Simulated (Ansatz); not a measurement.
Ansatz (an electronic-structure program) input:
A basis named .json is the Basis Set Exchange file of that set.

Ansatz 0.2 input:
```yaml
crystal:
  periodic: [false, false, false]
  atoms:
    - {symbol: C, position_ang: [-2.74580780, -0.62410298, -0.44621749]}
    - {symbol: C, position_ang: [-1.55166197, 0.03437688, 0.23800831]}
    - {symbol: C, position_ang: [-0.26182061, -0.15429577, -0.56306513]}
    - {symbol: C, position_ang: [0.94821232, 0.55620123, -0.03081922]}
    - {symbol: C, position_ang: [2.23192946, 0.40746550, -0.79009125]}
    - {symbol: O, position_ang: [1.18481100, -0.07677074, 1.44513193]}
    - {symbol: H, position_ang: [-2.59357375, -1.69865528, -0.56488593]}
    - {symbol: H, position_ang: [-3.65238228, -0.48011831, 0.14003765]}
    - {symbol: H, position_ang: [-2.91727063, -0.19775165, -1.43616559]}
    - {symbol: H, position_ang: [-1.43427877, -0.37742555, 1.24397570]}
    - {symbol: H, position_ang: [-1.73841208, 1.10447227, 0.36397448]}
    - {symbol: H, position_ang: [-0.39636295, 0.24950048, -1.57309016]}
    - {symbol: H, position_ang: [-0.03163180, -1.21647740, -0.71089481]}
    - {symbol: H, position_ang: [0.73556068, 1.57943068, 0.27182404]}
    - {symbol: H, position_ang: [3.07496941, 0.87801718, -0.28195470]}
    - {symbol: H, position_ang: [2.10963562, 0.92442185, -1.74477500]}
    - {symbol: H, position_ang: [2.46178126, -0.63663556, -1.00583354]}
    - {symbol: H, position_ang: [2.01600122, 0.21864012, 1.85870004]}
    - {symbol: H, position_ang: [1.16236780, -1.05112203, 1.43114127]}
basis:
  gaussian:
    orbitals: cc-pwCVTZ.json
total_charge: 1
magnetization: {spin_polarized: false}
correlation: {method: ccsd_t, electrons: outside_noble_gas}
```

**Question.** What final total energy does it print?

**Answer.** -272.85489 Eh (CCSD(T)/cc-pwCVTZ).

It need not be the lowest isomer of its formula.
